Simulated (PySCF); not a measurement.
Species: C6H9O2 (doublet state).
Cartesian coordinates in Å at the GFN2-xTB level; atoms count from 1:
```
atom  x, y, z in Å
C1     2.7502    0.6560   -0.4153
O2     1.4558    0.3921   -0.3175
C3     1.0398   -0.7200    0.3672
O4     1.8326   -1.4739    0.8918
C5    -0.4241   -0.8619    0.3599
C6    -0.9511   -1.9402    0.9425
C7    -1.2542    0.2207   -0.2691
C8    -1.3633    1.4328    0.6575
H9     3.0035    1.5383   -0.9669
H10    3.4682   -0.0021    0.0405
H11   -0.3154   -2.6781    1.4008
H12   -2.0134   -2.1090    0.9720
H13   -0.8083    0.5303   -1.2154
H14   -2.2530   -0.1703   -0.4692
H15   -0.3804    1.8528    0.8555
H16   -1.8127    1.1424    1.6045
H17   -1.9814    2.2020    0.2007
```

The hyperfine couplings belong to this conformer and change with its torsions.

Identity: `[CH2]OC(=O)C(=C)CC` [radical].

Computed, not measured: UKS B3LYP, pcH-1 on C H O, non-relativistic, mean-field spin-orbit, GIAO in PySCF 2.14.0. One conformer (not necessarily the lowest) at the GFN2-xTB geometry, without solvent, vibrations or thermal averaging. A GFN2-xTB geometry isn't a minimum of the functional, and hyperfine couplings can be far from their values at a DFT geometry. Stability of the SCF solution: not tested.

Question: The isotropic 17O couplings are -6.5, -3.4 MHz. Assign them to O2; O4.

Answer: 
```
site  a_iso (MHz)  ρ(0) (bohr⁻³)         position  distance from C1 (Å)  spin population  largest |T| (MHz)
  O2         -6.5        +0.0108   1 bond from C1                  1.32            +0.03               29.6
  O4         -3.4        +0.0055  3 bonds from C1                  2.66            +0.06               17.8
```

ρ(0) is the spin density at the nucleus and T the dipolar tensor; entries for several nuclei are means. The largest Mulliken spin population is on C1 (+0.94). The angles at C1 add up to 360.0°, so it is planar; its axial dipolar tensor and the negative couplings of its protons fit spin in a p orbital normal to that plane.

Examples of negative spin density at the nucleus (bohr⁻³): H10 (-0.0144), H9 (-0.0143) and C5 (-0.0059).

Means are taken over nuclei equivalent by connectivity, which assumes that they swap fast. H9 and H10 aren't averaged: C1 is flat or nearly so (angle sum 360°), and its turn about the short C1–O2 bond (1.32 Å) is taken as slow.

Time: 94 s wall (grids of density and orbitals included); peak memory 0.98 GiB. Hardware: Arm Neoverse V1, one thread (shared host).
